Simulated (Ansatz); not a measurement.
```csv
atom,x (Å),y (Å),z (Å)
P,0.0000,0.0000,-1.0601
P,0.0000,0.0000,1.0601
```

Basis set: 6-31G (spherical functions). Frozen core: 10 orbitals. Charge 0, multiplicity 1.

Computed with Ansatz (development build ahead of 0.2.0); the reference of a correlated method needn't be the lowest determinant of its kind. Restricted open shells among the atoms or ions are ROHF, correlated in semicanonical orbitals with singles.

(1) Give the atomization energy at this shape (free ground-state atoms in the same class of orbitals less the molecule, no zero-point energy) of singlet P2 by RHF-CCSD(T), UHF-CCSD(T).

## Answers

(1)

```json
{"method": "RHF-CCSD(T)", "atomization energy": "249.7 kJ/mol"}
{"method": "UHF-CCSD(T)", "atomization energy": "246.0 kJ/mol"}
```

Caution: the program doubts this total. Caution for RHF-CCSD(T): an unrestricted determinant lies well below; other determinants can give a lower correlated total. Caution for UHF-CCSD(T): the unrestricted determinant is spin contaminated.

This basis has no polarisation functions and is too small for such energies, which can lie far from measured ones in either direction.
